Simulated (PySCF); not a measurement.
C3H4Cl2Ge, SMILES [CH2]1C(=[CH][Ge@@H]1[Cl])Cl.

Geometry optimised at PBE-D3(BJ)/def2-SVP. The structure was generated by enumeration; whether it is a known compound was not checked.

Calculation: PBE/def2-TZVP in PySCF.

Gas-phase values at a fixed geometry.

The total energy is -3113.36314 hartree, the highest occupied level is -6.64 eV and the lowest empty level is -1.89 eV. The orbital gap comes out as 4.75 eV. The dipole moment is 1.53 D and the quadrupole, principal values (traceless, Buckingham form, about the centre of nuclear charge) is -9.08, 2.57, 6.51 D·Å. The mean static polarisability is 91.4 bohr³ (13.55 Å³). The polarisability, principal values is 70.5, 75.4, 128.4 bohr³.
